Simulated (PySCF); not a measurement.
Frontier levels across methods

Compound: C₅H₆F₂.
Geometry (PBE0-D3(BJ)/def2-SVP, Å), atoms numbered from 1 in this order:
```
atom  x, y, z in Å
C1     2.7028    0.4368    0.3693
C2     1.3445    0.0150    0.0820
C3     0.2142   -0.3408   -0.1652
C4    -1.1737   -0.7335   -0.4472
C5    -2.1970    0.2663    0.0320
F6    -1.3257   -0.9147   -1.7877
F7    -1.4270   -1.9402    0.1300
H8     3.1801    0.8545   -0.5305
H9     3.3132   -0.4122    0.7140
H10    2.7198    1.2096    1.1531
H11   -2.1141    0.3971    1.1185
H12   -3.1976   -0.1134   -0.2176
H13   -2.0370    1.2324   -0.4640
```

Basis pcSseg-1 throughout (PySCF), one geometry. Geometry: PBE0-D3(BJ)/def2-SVP; no solvent, vibrations or thermal averaging.

Task: How do the orbital energies, the gap and the dipole change with the method?

Result: 
```
   method                    kind  HOMO (eV)  LUMO (eV)  gap (eV)  μ (D)  SCF cycles
     OPBE                     GGA      -6.71      -0.38      6.34   2.83          15
    B97-D                     GGA      -6.73      -0.40      6.33   2.91          14
      KT3                     GGA      -6.77      -0.46      6.31   2.85          14
      KT2                     GGA      -6.78      -0.51      6.27   2.95          15
    B3LYP           global hybrid      -7.79       0.32      8.11   3.01          14
CAM-B3LYP  range-separated hybrid      -9.40       1.73     11.13   3.06          13
  wB97X-D  range-separated hybrid      -9.93       2.35     12.28   3.08          14
```

The HOMO spans 3.22 eV, from OPBE down to wB97X-D, and the gap runs from 6.27 eV (KT2) to 12.28 eV (wB97X-D). The dipole ranges from 2.83 D (OPBE) to 3.08 D (wB97X-D). This basis has no diffuse functions.
